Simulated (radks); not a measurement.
Values are calculated unless marked as measured or tabulated.
Al2+, configuration [Ne] 3s1. Level of theory: Dirac Kohn-Sham, PBE, spin-unpolarised, spherical densities, point nucleus; speed of light set to 102.777 atomic units (0.75 times the physical value, a model run) (a radial shooting solver on a logarithmic mesh with Libxc functionals).

Unscreened Slater integrals over Kohn-Sham orbitals (cm^-1). Large and small components are both included.

F0(3s1/2,3s1/2): 89821
F0(3s1/2,2p3/2): 118880
G1(3s1/2,2p3/2): 8716.9
F0(3s1/2,2p1/2): 118950
G1(3s1/2,2p1/2): 8694.7
F0(3s1/2,2s1/2): 118380
G0(3s1/2,2s1/2): 6871.5
F0(2p3/2,2p3/2): 336390
F2(2p3/2,2p3/2): 153280
F0(2p3/2,2p1/2): 337510
G2(2p3/2,2p1/2): 153470
F0(2p3/2,2s1/2): 326050
G1(2p3/2,2s1/2): 195350
F0(2p1/2,2p1/2): 338640
F0(2p1/2,2s1/2): 327010
G1(2p1/2,2s1/2): 195450
F0(2s1/2,2s1/2): 319810
